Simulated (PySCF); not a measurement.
Löwdin shares of the frontier orbitals

Compound: C2H7F5Ge3.
Structure used (PBE0-D3(BJ)/def2-SVP), in Å, numbered top down from 1:
```xyz
17
C2H7F5Ge3 angstrom
F      2.755   -0.586   -1.265
C      1.852   -1.183   -0.493
F      2.320   -2.366   -0.125
F      0.747   -1.375   -1.217
C      1.533   -0.302    0.720
F      0.652   -0.994    1.487
F      2.677   -0.170    1.426
Ge     0.759    1.510    0.305
Ge    -1.369    1.198   -0.807
Ge    -2.573   -0.608    0.271
H      1.812    2.282   -0.506
H      0.600    2.141    1.697
H     -1.121    0.904   -2.297
H     -2.156    2.519   -0.696
H     -1.903   -1.951   -0.051
H     -2.572   -0.379    1.792
H     -4.029   -0.628   -0.231
```

The calculation used PySCF 2.14.0, density-fitted response routines, TDDFT wB97X-D/def2-SVPD, vertical, gas phase, core orbitals frozen in the response. Relativistic effects, spin–orbit coupling among them, are left out although an element past zinc is present.

Frontier orbitals with the atoms that hold most of them (Löwdin shares over 4%, at most four atoms; ? is withheld):

```tsv
orbital	ε (eV)	atoms
LUMO+2	1.55	Ge9 25%, Ge8 24%, Ge10 9%, H11 9%
LUMO+1	1.41	Ge9 25%, Ge10 22%, Ge8 12%, H13 7%
LUMO	1.04	?
HOMO	?	?
HOMO-1	-10.52	Ge9 27%, Ge8 14%, Ge10 12%, H14 9%
HOMO-2	-11.23	Ge8 16%, C5 14%, Ge9 13%, H13 11%
HOMO-3	-11.44	Ge10 24%, H15 19%, Ge9 12%, H14 8%
```

(1) Give the leading atoms of the HOMO.

(2) Give the leading atoms of the LUMO.

(3) What is the HOMO energy, and the HOMO–LUMO gap?

## Answers

(1) Ge9 (bonded to 2 Ge and 2 H) 32%; Ge10 (bonded to Ge and 3 H) 24%; Ge8 (bonded to C, Ge and 2 H) 19%; H17 (bonded to Ge) 6%. By element: germanium 75%, hydrogen 6% or more.

(2) Ge8 (bonded to C, Ge and 2 H) 22%; Ge10 (bonded to Ge and 3 H) 20%; Ge9 (bonded to 2 Ge and 2 H) 18%; H17 (bonded to Ge) 9%. By element: germanium 60%, hydrogen 9% or more.

(3) ε(HOMO) = -9.86 eV; the gap is 10.90 eV (0.4006 hartree).

How does S1 compare with the orbital gap of 10.90 eV?

S1 is at 6.94 eV (f = 0.365), 3.96 eV below the gap, made of HOMO→LUMO (75%), HOMO→LUMO+3 (9%). 

Give energy, strength and leading configuration of S1, S3 and S5, and follow the Löwdin shares of the leading atoms from the occupied to the empty orbital.

- S1 (6.94 eV, f 0.365), HOMO→LUMO (75%): Ge9 32% → 18%, Ge10 24% → 20%, Ge8 19% → 22%
- S3 (7.26 eV, f 0.100), HOMO→LUMO+1 (75%): Ge9 32% → 25%, Ge10 24% → 22%
- S5 (7.52 eV, f 0.078), HOMO-1→LUMO (76%): Ge9 27% → 18%, Ge8 14% → 22%, Ge10 12% → 20%

Löwdin shares depend on the basis, the more so with diffuse functions.

One conformer stands for the species.

Without π bonds the low states are Rydberg-like; a valence basis with one diffuse set may place them up to an eV too high.
